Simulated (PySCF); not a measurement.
CH₈GeNP.
Atom-mapped SMILES: `[CH3:1][NH:2][GeH2:3][PH2:4]` (hydrogens: H5, H6, H7 on C1; H8 on N2; H9, H10 on Ge3; H11, H12 on P4)

Structure used (PBE0-D3(BJ)/def2-SVP), in Å, numbered top down from 1:
```
atom  x, y, z in Å
C1    -1.7249    0.4781    0.1862
N2    -0.9757   -0.7489    0.3230
Ge3    0.7224   -0.8731   -0.3553
P4     2.2088    0.6573    0.6196
H5    -1.6912    0.8234   -0.8605
H6    -2.7885    0.3138    0.4269
H7    -1.3701    1.3196    0.8169
H8    -1.0802   -1.1696    1.2414
H9     1.2301   -2.2894   -0.0262
H10    0.6074   -0.6552   -1.8778
H11    1.6959    1.7679   -0.1202
H12    3.2328    0.3888   -0.3416
```

Computed with PBE0-D3(BJ)/def2-SVP geometry optimisation, gas phase (PySCF 2.14.0).

Take the most abundant isotopes and a rigid rotor. The values belong to one conformer with, in the numbering `[CH3:1][NH:2][GeH2:3][PH2:4]`, C1–N2–Ge3–P4 61°, N2–Ge3–P4–H -76° and -170°.

Problem. Give the principal moments of inertia and the rotational constants in MHz.

Solution. Ia = 99.46, Ib = 232.75, Ic = 306.44 u·Å²; 505379 MHz·u·Å²/I gives A = 5081, B = 2171, C = 1649 MHz.

Problem. What kind of rotor is it?

Solution. An asymmetric top; Ray's κ = -0.696.

Problem. What does the inertial defect say?

Solution. Not planar: Δ = Ic − Ia − Ib = -25.77 u·Å². For a rigid frame Δ = −2 Σ m c², so Σ m c² = 12.89 u·Å² lies off the ab plane: 8.58 from hydrogen and 4.31 from heavier atoms. The atom farthest from that plane is 1.51 Å away.

Problem. Give the other two planar moments, Paa and Pbb, and the rms extents of the mass along the axes.

Solution. Paa = Σ m a² = (Ib + Ic − Ia)/2 = 219.86 and Pbb = Σ m b² = (Ia + Ic − Ib)/2 = 86.58 u·Å². With the mass M = 138.96 u, the rms extents √(P/M) along a, b and c are 1.26, 0.79, 0.30 Å.

Problem. Which lines would a microwave search look for?

Solution. The dipole components are |μa| = 0.55 D, |μb| = 0.25 D, |μc| = 0.20 D. Intensities carry the squares of the components, which stand as 1.00 : 0.21 : 0.13 (a : b : c). Some lines, for components of 0.1 D or more:

```
type  branch         J(Ka,Kc)    MHz  lower level (cm⁻¹)
   a       Q  5(2,3) ← 5(2,4)   1969               2.328
   a       Q  3(1,2) ← 3(1,3)   3128               0.817
   b       R  1(1,1) ← 0(0,0)   6730               0.000
   c       R  1(1,0) ← 0(0,0)   7252               0.000
   b       Q  3(2,1) ← 3(1,2)   8303               0.921
   b       R  2(1,2) ← 1(0,1)  10029               0.127
   b       Q  3(2,2) ← 3(1,3)  11117               0.817
   a       R  3(0,3) ← 2(0,2)  11211               0.380
   a       R  3(2,1) ← 2(2,0)  11712               0.808
   c       Q  5(3,3) ← 5(2,3)  14403               2.394
   b       Q  3(3,0) ← 3(2,1)  15582               1.198
   a       R  5(1,4) ← 4(1,3)  20073               1.461
   c       Q  4(4,1) ← 4(3,1)  22058               2.233
   b       R  4(2,2) ← 3(1,3)  27254               0.817
   c       R  5(2,3) ← 4(1,3)  27968               1.461
   c       R  5(3,2) ← 4(2,2)  34563               1.726
   c       R  4(4,1) ← 3(3,1)  37490               1.718
   c       R  5(4,2) ← 4(3,2)  41338               2.231
   c       R  5(5,1) ← 4(4,1)  47650               2.968
```

Problem. Estimate the classical rotational partition function at 25 K, 50 K and 100 K.

Solution. Point group C1, symmetry number σ = 1; q = (√π/σ)·√((kT/h)³/(ABC)), k/h = 20836.6 MHz/K: 4940 at 25 K, 14000 at 50 K, 39500 at 100 K.

PBE0-D3(BJ)/def2-SVP frequencies: not computed here. These are rigid-rotor constants of the computed structure; measured ground-state constants (B0) also hold zero-point vibration. A rigid rotor knows nothing of inversion at nitrogen or internal rotation, which can split or shift real lines. Quadrupole hyperfine structure (14N) is left out.

The run took 32 s on Arm Neoverse V2, one thread, shared host with 192 logical CPUs at a one-minute load of 55, and the process peaked at 0.49 GiB of memory. This is the geometry optimisation.
